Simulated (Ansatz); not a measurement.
Reaction (substitution at a C–C bond): `C=C=C(F)CC` + `BN[SiH2]Cl` → `BN(CC)[SiH2]Cl` + `C=C=CF`

Program: Ansatz. Geometries: PBE0-D4/def2-TZVP. ΔE: electronic, gas phase. CCSD(T)/CBS is the MP2 limit (def2-TZVPP, def2-QZVPP) plus CCSD(T) − MP2 in def2-TZVPP, frozen cores. DFT in def2-TZVPP. B3LYP here is the variant with VWN-RPA as its local correlation; programs differ in this. One conformer a species, not always the lowest.

`C=C=C(F)CC`:

Cartesian coordinates in Å:
```
C 1.894 1.845 -0.813
C 1.312 0.775 -0.358
C 0.699 -0.271 0.118
F 1.274 -1.492 0.007
C -0.624 -0.307 0.795
C -1.654 -1.134 0.034
H 2.567 2.432 -0.195
H 1.735 2.188 -1.832
H -0.481 -0.724 1.798
H -0.970 0.721 0.920
H -1.308 -2.160 -0.103
H -2.598 -1.167 0.581
H -1.846 -0.706 -0.952
```

`BN[SiH2]Cl`:

Cartesian coordinates in Å:
```
B -0.513 -0.840 -1.238
N -0.651 0.043 -0.157
Si 0.586 0.443 0.983
Cl 1.300 2.344 0.662
H 0.539 -1.386 -1.403
H -1.443 -1.035 -1.965
H -1.546 0.501 -0.045
H 0.031 0.440 2.354
H 1.696 -0.512 0.809
```

`BN(CC)[SiH2]Cl`:

Cartesian coordinates in Å:
```
B -1.338 -0.458 -1.250
N -0.179 -0.033 -0.590
C 0.443 -0.853 0.458
C -0.071 -0.507 1.841
Si 0.591 1.465 -1.002
Cl 2.378 1.102 -1.956
H -1.824 -1.514 -0.956
H -1.821 0.240 -2.093
H 1.531 -0.728 0.416
H 0.240 -1.902 0.232
H -1.149 -0.676 1.900
H 0.123 0.540 2.086
H 0.416 -1.127 2.597
H 0.941 2.215 0.225
H -0.281 2.234 -1.908
```

`C=C=CF`:

Cartesian coordinates in Å:
```
C -0.278 0.592 -1.157
C -0.014 0.012 -0.025
C 0.205 -0.577 1.112
F 1.436 -0.708 1.634
H -0.291 0.034 -2.089
H -0.489 1.656 -1.211
H -0.569 -1.009 1.736
```

```json
{"level": "B3LYP", "ΔE (kJ/mol)": "53.6"}
{"level": "CCSD(T)/def2-TZVPP", "ΔE (kJ/mol)": "46.6"}
```

**Question.** What does CCSD(T)/CBS give? (An estimate is asked.)

**Answer.** Ansatz gave: +47.9 kJ/mol. The listed levels differ from it by 5.7, -1.3 kJ/mol.

Largest T1 diagnostic among the species: 0.013.

In def2-TZVPP, CCSD(T) changes the Hartree–Fock value by −10.7 kJ/mol (the triples alone add −1.7 kJ/mol) and MP2 by −8.0 kJ/mol. The D4 term adds −7.8 kJ/mol with B3LYP and −4.4 kJ/mol with PBE0; it sums over pairs of atoms, weighted by their polarisabilities, and B3LYP, whose exchange is more repulsive, gets the larger term.
